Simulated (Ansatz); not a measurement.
Consider the formal exchange of groups at a W–O bond: `C[O][W]([F])(=[S])=[S]` + CH₄ → `[CH3][W]([F])(=[S])=[S]` + CH₃OH.

Calculated with Ansatz (gas phase, PBE0-D4/def2-TZVP geometries, no zero-point term in ΔE). CCSD(T)/CBS adds triple-zeta CCSD(T) − MP2 to the extrapolated MP2 energy (def2 sets, frozen cores). This one scheme is used for every species. DFT in def2-TZVPP. Elements past krypton have def2 core potentials. For W outer-core shells are correlated without core-valence functions, which leaves a few kJ/mol of doubt a bond. One conformer a species, not always the lowest.

`C[O][W]([F])(=[S])=[S]`:

Z-matrix (Å, degrees):
```
C
W 1 3.087
O 1 1.406 2 19.9
H 1 1.093 2 99.4 3 122.8
H 1 1.091 2 128.1 3 -1.6
H 1 1.093 2 98.7 3 -125.3
S 2 2.123 1 100.1 3 -123.1
F 2 1.854 1 126.2 3 2.0
S 2 2.123 1 99.3 3 126.4
```

CH₄:

Cartesian coordinates in Å:
```
C 0.000 0.000 0.000
H -0.511 -0.962 -0.037
H 1.077 -0.159 -0.048
H -0.251 0.510 0.930
H -0.315 0.611 -0.845
```

`[CH3][W]([F])(=[S])=[S]`:

Z-matrix (Å, degrees):
```
C
W 1 2.089
H 1 1.091 2 112.4
H 1 1.095 2 108.3 3 -120.2
H 1 1.095 2 108.4 3 120.3
F 2 1.849 1 109.6 3 179.6
S 2 2.115 1 104.2 3 -58.0
S 2 2.115 1 104.2 3 57.3
```

CH₃OH:

```xyz
6

C    -0.305   -0.101   -0.155
O     1.053    0.268   -0.083
H    -0.529   -0.293   -1.204
H    -0.973    0.696    0.196
H    -0.520   -1.015    0.413
H     1.274    0.444    0.833
```

```tsv
level	ΔE (eV)
CAM-B3LYP-D4	1.42
PBE	1.35
r2SCAN	1.42
RPA@PBE/def2-TZVPP	1.28
```

Problem. What does CCSD(T)/CBS give? (Estimate.)

Solution. Computed: +1.26 eV. The listed levels differ from it by 0.16, 0.09, 0.16, 0.02 eV.

Largest T1 diagnostic among the species: 0.022, so the coupled-cluster value is less sure than usual.

Leaving LDA and LC-ωPBE aside and taking each functional with its dispersion term where it has one, the values, not all of them listed here, spread over 0.17 eV, from ωB97M-V to BLYP-D4. From r2SCAN to r2SCAN0 (25 % exact exchange), in def2-TZVPP and without D4, ΔE moves by −0.08 eV. At CCSD(T), def2-SVP lies +0.15 eV from the extrapolated value and def2-TZVPP +0.03 eV.
